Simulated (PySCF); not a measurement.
# RuN(OH) + H₂O → H₃RuN + O₂

Level: PBE0 in the def2-TZVP basis family, computed in PySCF with density fitting; scalar-relativistic core potentials for atoms from Rb on, none lighter, no spin–orbit coupling; open shells unrestricted.

```json
{"species": "RuN(OH)", "state and structure": "singlet, Cs, O–H 0.955 Å, Ru–N 1.553 Å, Ru–O 1.914 Å; H–O–Ru 138.3°, N–Ru–O 154.9°", "ZPE (kJ/mol)": "41.8", "H(298 K) − H(0) (kJ/mol)": "13.3", "S° (J/(mol K))": "281.3"}
{"species": "H₂O", "state and structure": "singlet, C2v, O–H 0.960 Å (×2); H–O–H 105.1°", "ZPE (kJ/mol)": "56.5", "H(298 K) − H(0) (kJ/mol)": "9.9", "S° (J/(mol K))": "188.7"}
{"species": "H₃RuN", "state and structure": "singlet, Cs, Ru–H 1.559 Å, Ru–H 1.629 Å (×2), Ru–N 1.571 Å; H–Ru–H 83.2° (×2), H–Ru–H 135.3°, H–Ru–N 95.9°, H–Ru–N 111.8° (×2)", "ZPE (kJ/mol)": "64.9", "H(298 K) − H(0) (kJ/mol)": "11.6", "S° (J/(mol K))": "262.3"}
{"species": "O₂", "state and structure": "triplet, D∞h, O–O 1.193 Å", "ZPE (kJ/mol)": "10.3", "H(298 K) − H(0) (kJ/mol)": "8.7", "S° (J/(mol K))": "204.9"}
```

(1) Is the gas-phase reaction uphill or downhill in electronic energy at this level, and by how much?

(2) Add zero-point, thermal and entropy terms for 298.15 K and 1 bar.

## Answers

(1) At PBE0/def2-TZVP, ΔE = 402.0 kJ/mol, uphill. 

(2) ΔZPE = -23.1 and Δ[H(298) − H(0)] = -2.9 kJ/mol give ΔH° = 376.0 kJ/mol. ΔS° = -2.8 J/(mol K), so ΔG° = 376.0 − 298.15 × (-0.0028) = 377 kJ/mol.

The structures come from searches over a few start shapes, so lower isomers are not excluded.
